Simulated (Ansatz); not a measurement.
The cluster InSn6⁺. Total charge 1; singlet. Geometry B3LYP-D4/def2-SVP, basis def2-TZVP, Ansatz.

Cartesian coordinates in Å:
```
In -2.960 2.299 0.503
Sn 0.148 1.949 -0.632
Sn 2.657 -0.201 -1.015
Sn 1.060 0.137 1.508
Sn 1.001 -2.646 0.378
Sn -1.685 -0.743 0.907
Sn -0.220 -0.794 -1.647
```

| run | HOMO (eV) | LUMO (eV) |
| --- | --- | --- |
| A | -8.60 | -7.08 |
| B | -8.39 | -7.05 |
| C | -10.93 | -4.96 |
| D | -9.06 | -6.52 |

In the def2 sets In, Sn take a core potential; there is no spin–orbit coupling. LC-ωPBE has ω = 0.4 bohr⁻¹. The structure comes from a short search, and lower isomers may exist.

**Question.** The runs used LC-ωPBE, PBE, PBE0, r2SCAN. Estimate which is which.

**Answer.** A r2SCAN (0 % exact exchange); B PBE (0 % exact exchange); C LC-ωPBE (range-separated); D PBE0 (25 % exact exchange). Exact exchange lowers occupied and raises empty levels; among semilocal functionals meta-GGAs tend to open the gap a little, and such runs are hard to tell apart. The gap grows from 1.34 eV (PBE) to 5.98 eV (LC-ωPBE). The restricted singlet is unstable towards broken spin symmetry in Hartree–Fock (as tested in another run); at r2SCAN-D4/def2-TZVP, PBE-D4/def2-TZVP, LC-ωPBE/def2-TZVP, PBE0-D4/def2-TZVP this wasn't settled.
